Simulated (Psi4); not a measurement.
C$_{2}$H$_{8}$Si$_{2}$, charge -1, doublet, at the geometry of the source list (a state made from the parent by changing its charge; the spin is typed, not shown lowest) (a gas-phase anion, which may not be bound at this level); Psi4 1.11 with TPSS/STO-3G.

Psi4 was given this input:
```
memory 2 GB

molecule {
-1 2
  C     0.25520000    0.36050000    1.25210000
  Si    1.34730000   -0.24900000   -0.20320000
  C    -0.25960000   -0.38980000   -1.24230000
  Si   -1.34250000    0.28120000    0.19250000
  H     0.50550000    1.34690000    1.63190000
  H     0.25060000   -0.30470000    2.11220000
  H     2.30460000    0.74140000   -0.69870000
  H     2.03750000   -1.52020000    0.03680000
  H    -0.27460000    0.21000000   -2.14790000
  H    -0.50430000   -1.40500000   -1.54560000
  H    -1.95990000    1.58210000   -0.07140000
  H    -2.36000000   -0.65340000    0.68360000
}

set basis sto-3g
set reference uks
set basis_guess sto-3g

energy('tpss')
print_variables()
```

What the program printed (banner, timings and long lists left out):

```
  //>>>>>>>>>>>>>>>>>>>>>>>>>>>>>>>>>>>//
  //      Guess SCF, STO-3G Basis      //
  //<<<<<<<<<<<<<<<<<<<<<<<<<<<<<<<<<<<//

   => Loading Basis Set <=

    Name: STO-3G
    Role: ORBITAL
    Keyword: BASIS

         ---------------------------------------------------------
                           SCF Castup computation
         ---------------------------------------------------------
                                   SCF
               by Justin Turney, Rob Parrish, Andy Simmonett
                          and Daniel G. A. Smith
                              UKS Reference
         ---------------------------------------------------------

  ==> Geometry <==

    Molecular point group: c1
    Full point group: C1

    Geometry (in Angstrom), charge = -1, multiplicity = 2:

       Center              X                  Y                   Z               Mass
    ------------   -----------------  -----------------  -----------------  -----------------
         C            0.254281029179     0.354292815761     1.254154684829    12.000000000000
         SI           1.346381029179    -0.255207184239    -0.201145315171    27.976926534650
         C           -0.260518970821    -0.396007184239    -1.240245315171    12.000000000000
         SI          -1.343418970821     0.274992815761     0.194554684829    27.976926534650
         H            0.504581029179     1.340692815761     1.633954684829     1.007825032230
         H            0.249681029179    -0.310907184239     2.114254684829     1.007825032230
         H            2.303681029179     0.735192815761    -0.696645315171     1.007825032230
         H            2.036581029179    -1.526407184239     0.038854684829     1.007825032230
         H           -0.275518970821     0.203792815761    -2.145845315171     1.007825032230
         H           -0.505218970821    -1.411207184239    -1.543545315171     1.007825032230
         H           -1.960818970821     1.575892815761    -0.069345315171     1.007825032230
         H           -2.360918970821    -0.659607184239     0.685654684829     1.007825032230

  Running in c1 symmetry.

  Rotational constants: A =      0.25184  B =      0.12375  C =      0.09089 [cm^-1]
  Rotational constants: A =   7549.88714  B =   3709.90881  C =   2724.72634 [MHz]
  Nuclear repulsion =  217.245328344693604

  Charge       = -1
  Multiplicity = 2
  Electrons    = 49
  Nalpha       = 25
  Nbeta        = 24

  ==> Algorithm <==

  SCF Algorithm Type is DF.
  DIIS enabled.
  MOM disabled.
  Fractional occupation disabled.
  Guess Type is SAD.
  Energy threshold   = 1.00e-06
  Density threshold  = 1.00e-06
  Integral threshold = 1.00e-12

  ==> Primary Basis <==

  Basis Set: STO-3G
    Blend: STO-3G
    Number of shells: 24
    Number of basis functions: 36
    Number of Cartesian functions: 36
    Spherical Harmonics?: true
    Max angular momentum: 1

  ==> DFT Potential <==

   => LibXC <=

    Version 7.1.2
    S. Lehtola, C. Steigemann, M. J. T. Oliveira, and M. A. L. Marques,  SoftwareX 7, 1–5 (2018) (10.1016/j.softx.2017.11.002)

   => Composite Functional: TPSS <=

    TPSS Meta-GGA XC Functional

    J. Tao, et al., Phys. Rev. Lett., 91, 146401, 2003

    Deriv               =              1
    GGA                 =           TRUE
    Meta                =           TRUE

    Exchange Hybrid     =          FALSE
    MP2 Hybrid          =          FALSE

   => Exchange Functionals <=

    1.0000   XC_MGGA_X_TPSS

   => Correlation Functionals <=

    1.0000   XC_MGGA_C_TPSS

   => LibXC Density Thresholds  <==

    XC_MGGA_C_TPSS:  1.00E-15
    XC_MGGA_X_TPSS:  1.00E-15

   => Molecular Quadrature <=

    Radial Scheme          =       TREUTLER
    Pruning Scheme         =           NONE
    Nuclear Scheme         =       TREUTLER

    Blocking Scheme        =         OCTREE
    BS radius alpha        =              1
    Pruning alpha          =              1
    Radial Points          =             75
    Spherical Points       =            302
    Total Points           =         253762
    Total Blocks           =           1907
    Max Points             =            256
    Max Functions          =             35
    Weights Tolerance      =       1.00E-15

   => Loading Basis Set <=

    Name: (STO-3G AUX)
    Role: JKFIT
    Keyword: DF_BASIS_SCF

  ==> Integral Setup <==

  SCF_SUBTYPE=INCORE selected. In-core MEM_DF algorithm will be used.
  Using in-core AOs.

  ==> MemDFJK: Density-Fitted J/K Matrices <==

    J tasked:                   Yes
    K tasked:                    No
    wK tasked:                   No
    Algorithm:                 Core
    Schwarz Cutoff:           1E-12
    Mask sparsity (%):       2.1605
    Fitting Condition:        1E-10

   => Auxiliary Basis Set <=

  Basis Set: (STO-3G AUX)
    Blend: DEF2-UNIVERSAL-JKFIT
    Number of shells: 174
    Number of basis functions: 550
    Number of Cartesian functions: 648
    Spherical Harmonics?: true
    Max angular momentum: 4

  Minimum eigenvalue in the overlap matrix is 2.3757157439E-01.
  Reciprocal condition number of the overlap matrix is 9.8993584936E-02.
    Using symmetric orthogonalization.

  ==> Pre-Iterations <==

  SCF Guess: Superposition of Atomic Densities via on-the-fly atomic UHF (no occupation information).

   -------------------------
    Irrep   Nso     Nmo
   -------------------------
     A         36      36
   -------------------------
    Total      36      36
   -------------------------

  ==> Iterations <==

                           Total Energy        Delta E     RMS |[F,P]|

   @DF-UKS iter SAD:  -650.01775035017147   -6.50018e+02   0.00000e+00
   @DF-UKS iter   1:  -652.07828348185035   -2.06053e+00   7.72897e-03 ADIIS/DIIS
   @DF-UKS iter   2:  -652.05083046407879    2.74530e-02   9.39432e-03 ADIIS/DIIS
   @DF-UKS iter   3:  -652.12919945123133   -7.83690e-02   4.56883e-04 ADIIS/DIIS
   @DF-UKS iter   4:  -652.12940487853075   -2.05427e-04   1.32282e-04 ADIIS/DIIS
[...]
  @DF-UKS Final Energy:  -652.12942651807293
    Total Energy =                       -652.1294265180729326
[...]

  SCF Algorithm Type is DF.
  DIIS enabled.
  MOM disabled.
  Fractional occupation disabled.
  Guess Type is SAD.
  Energy threshold   = 1.00e-06
  Density threshold  = 1.00e-06
  Integral threshold = 1.00e-12

  ==> Primary Basis <==

  Basis Set: STO-3G
    Blend: STO-3G
    Number of shells: 24
    Number of basis functions: 36
    Number of Cartesian functions: 36
    Spherical Harmonics?: true
    Max angular momentum: 1

  ==> DFT Potential <==

   => LibXC <=

    Version 7.1.2
    S. Lehtola, C. Steigemann, M. J. T. Oliveira, and M. A. L. Marques,  SoftwareX 7, 1–5 (2018) (10.1016/j.softx.2017.11.002)

   => Composite Functional: TPSS <=

    TPSS Meta-GGA XC Functional

    J. Tao, et al., Phys. Rev. Lett., 91, 146401, 2003

    Deriv               =              1
    GGA                 =           TRUE
    Meta                =           TRUE

    Exchange Hybrid     =          FALSE
    MP2 Hybrid          =          FALSE

   => Exchange Functionals <=

    1.0000   XC_MGGA_X_TPSS

   => Correlation Functionals <=

    1.0000   XC_MGGA_C_TPSS

   => LibXC Density Thresholds  <==

    XC_MGGA_C_TPSS:  1.00E-15
    XC_MGGA_X_TPSS:  1.00E-15

   => Molecular Quadrature <=

    Radial Scheme          =       TREUTLER
    Pruning Scheme         =           NONE
    Nuclear Scheme         =       TREUTLER

    Blocking Scheme        =         OCTREE
    BS radius alpha        =              1
    Pruning alpha          =              1
    Radial Points          =             75
    Spherical Points       =            302
    Total Points           =         253762
    Total Blocks           =           1907
    Max Points             =            256
    Max Functions          =             35
    Weights Tolerance      =       1.00E-15

   => Loading Basis Set <=

    Name: (STO-3G AUX)
    Role: JKFIT
    Keyword: DF_BASIS_SCF

  Computing basis projection from STO-3G to STO-3G

  ==> Integral Setup <==

  SCF_SUBTYPE=INCORE selected. In-core MEM_DF algorithm will be used.
  Using in-core AOs.

  ==> MemDFJK: Density-Fitted J/K Matrices <==

    J tasked:                   Yes
    K tasked:                    No
    wK tasked:                   No
    Algorithm:                 Core
    Schwarz Cutoff:           1E-12
    Mask sparsity (%):       2.1605
    Fitting Condition:        1E-10

   => Auxiliary Basis Set <=

  Basis Set: (STO-3G AUX)
    Blend: DEF2-UNIVERSAL-JKFIT
    Number of shells: 174
    Number of basis functions: 550
    Number of Cartesian functions: 648
    Spherical Harmonics?: true
    Max angular momentum: 4

  Minimum eigenvalue in the overlap matrix is 2.3757157439E-01.
  Reciprocal condition number of the overlap matrix is 9.8993584936E-02.
    Using symmetric orthogonalization.

  ==> Pre-Iterations <==

  SCF Guess: Orbitals guess was supplied from a previous computation.

   -------------------------
    Irrep   Nso     Nmo
   -------------------------
     A         36      36
   -------------------------
    Total      36      36
   -------------------------

  ==> Iterations <==

                           Total Energy        Delta E     RMS |[F,P]|

   @DF-UKS iter   0:  -652.12942651805531   -6.52129e+02   2.74170e-07
   @DF-UKS iter   1:  -652.12942651778246    2.72848e-10   4.99578e-07 DIIS
  Energy and wave function converged.

  ==> Post-Iterations <==

   Electrons on quadrature grid:
      Nalpha   =   25.0000214221 ; deviation = 2.142e-05
      Nbeta    =   24.0000163215 ; deviation = 1.632e-05
      Ntotal   =   49.0000377436 ; deviation = 3.774e-05

   @Spin Contamination Metric:   3.667206285E-03
   @S^2 Expected:                7.500000000E-01
   @S^2 Observed:                7.536672063E-01
   @S   Expected:                5.000000000E-01
   @S   Observed:                5.000000000E-01

    Orbital Energies [Eh]
    ---------------------

    Alpha Occupied:

[...]
      25A      0.443195

    Alpha Virtual:

[...]
    Beta Occupied:

[...]
    Beta Virtual:

[...]
    Final Occupation by Irrep:
              A
    DOCC [    24 ]
    SOCC [     1 ]
    NA   [    25 ]
    NB   [    24 ]

  @DF-UKS Final Energy:  -652.12942651778246

   => Energetics <=

    Nuclear Repulsion Energy =            217.2453283446936041
    One-Electron Energy =               -1348.9358504968186026
    Two-Electron Energy =                 535.9884955778150015
    DFT Exchange-Correlation Energy =     -56.4273999434725937
    Empirical Dispersion Energy =           0.0000000000000000
    VV10 Nonlocal Energy =                  0.0000000000000000
    Total Energy =                       -652.1294265177824627

  UHF NO Occupations:
  HONO-2 :   23  A 1.9996733
  HONO-1 :   24  A 1.9990992
  HONO-0 :   25  A 1.0000000
  LUNO+0 :   26  A 0.0009008
  LUNO+1 :   27  A 0.0003267
  LUNO+2 :   28  A 0.0002509
  LUNO+3 :   29  A 0.0000728

Computation Completed

Properties will be evaluated at   0.000000,   0.000000,   0.000000 [a0]

Properties computed using the SCF density matrix

 Multipole Moments:

 ------------------------------------------------------------------------------------
     Multipole            Electronic (a.u.)      Nuclear  (a.u.)        Total (a.u.)
 ------------------------------------------------------------------------------------

 L = 1.  Multiply by 2.5417464519 to convert [e a0] to [Debye]
 Dipole X            :          0.0063190           -0.0073900           -0.0010709
 Dipole Y            :          0.0411695           -0.0488397           -0.0076702
 Dipole Z            :         -0.0136096            0.0161097            0.0025000
 Magnitude           :                                                    0.0081381

 ------------------------------------------------------------------------------------

  Variable Map:
  ----------------------------------------------------------------------------
[...]
  Array Variable Map:
  ----------------------------------------------------------------------------
[...]
[...]
```
